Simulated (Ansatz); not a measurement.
Energy needed to pull apart CH4B2O, closed shell, into free ground-state atoms, from the structure below (displaced at random from a GFN2-xTB minimum); no zero-point or spin–orbit terms; open-shell atoms are treated unrestricted, in their ground-state multiplicity.

```tsv
atom	x (Å)	y (Å)	z (Å)
B1	-0.5341	1.6751	0.1245
C2	0.3557	0.6507	-0.5295
O3	0.6638	-0.9318	-0.3114
B4	0.0939	-1.4292	0.4223
H5	-1.0860	2.4126	0.6944
H6	1.2853	1.0151	-1.1189
H7	-0.0122	-2.6396	0.4052
H8	-1.2081	-1.1053	0.9981
```

Computed with Ansatz 0.2.0 (basis: def2-TZVPP); correlated methods freeze the cores.

```json
{"method": "PBE-D4", "atomization energy (kcal/mol)": "616.6"}
{"method": "revPBE-D4", "atomization energy (kcal/mol)": "?"}
{"method": "r2SCAN-D4", "atomization energy (kcal/mol)": "601.1"}
{"method": "PBE0-D4", "atomization energy (kcal/mol)": "596.6"}
{"method": "HSE06-D4", "atomization energy (kcal/mol)": "597.3"}
{"method": "wB97M-V", "atomization energy (kcal/mol)": "596.7"}
{"method": "HF", "atomization energy (kcal/mol)": "400.6"}
{"method": "MP2", "atomization energy (kcal/mol)": "583.7"}
{"method": "CCSD", "atomization energy (kcal/mol)": "?"}
{"method": "CCSD(T)", "atomization energy (kcal/mol)": "569.2"}
```

What does CCSD give? (An estimate is asked for; the value comes from the calculation.)

The calculation gives: 556.6 kcal/mol, which is about 12.6 kcal/mol less than CCSD(T)/def2-TZVPP.

What does revPBE-D4 give? (To be estimated.)

By the calculation: 596.7 kcal/mol, which is about 27.5 kcal/mol more than CCSD(T)/def2-TZVPP.

In triple zeta the MP2 and coupled-cluster atomization energies are still short of their basis limit by a few kcal/mol a bond, whereas those of the functionals are nearly converged, so these differences are not deviations from converged CCSD(T).

The T1 diagnostic stays at or below 0.019. The restricted Hartree–Fock reference is unstable towards an unrestricted one here.

For scale, one of the runs: CCSD(T)/def2-TZVPP forces, 180 basis functions (an equivalent command: `ansatz run in.yaml --threads 4`). The run took 100 s on 4 CPU threads (shared host), with 3.5 GiB of host memory at its peak.
